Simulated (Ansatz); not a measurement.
Calculated with Ansatz (gas phase, PBE0-D4/def2-TZVP geometries, no zero-point term in ΔE). CCSD(T)/CBS is the MP2 limit (def2-TZVPP, def2-QZVPP) plus CCSD(T) − MP2 in def2-TZVPP, frozen cores. This one scheme is used for every species. def2 core potentials past Kr. For I outer-core shells are correlated without core-valence functions, which leaves a few kJ/mol of doubt a bond. Each species was taken in one conformer, which may not be the lowest.

Consider the substitution at a C–Si bond: `CC(=O)[SiH2]N` + HI → `CC(=O)I` + `N[SiH3]`.

```
        species  SCS-MP2/def2-QZVPP energy (Eh)
`CC(=O)[SiH2]N`                      -499.15997
             HI                      -297.84757
      `CC(=O)I`                      -450.26113
      `N[SiH3]`                      -346.75344
```

Question: Work out ΔE.

Answer: ΔE = (-450.26113) + (-346.75344) − (-499.15997) − (-297.84757) = -0.00703 Eh = -18.5 kJ/mol. CCSD(T)/CBS gives -11.7 kJ/mol.

Largest T1 diagnostic among the species: 0.014.

From PBE to PBE0 (25 % exact exchange), in def2-TZVPP and without D4, ΔE moves by +9.4 kJ/mol. In def2-TZVPP, CCSD(T) changes the Hartree–Fock value by −10.7 kJ/mol (the triples alone add −5.8 kJ/mol) and MP2 by −22.6 kJ/mol.
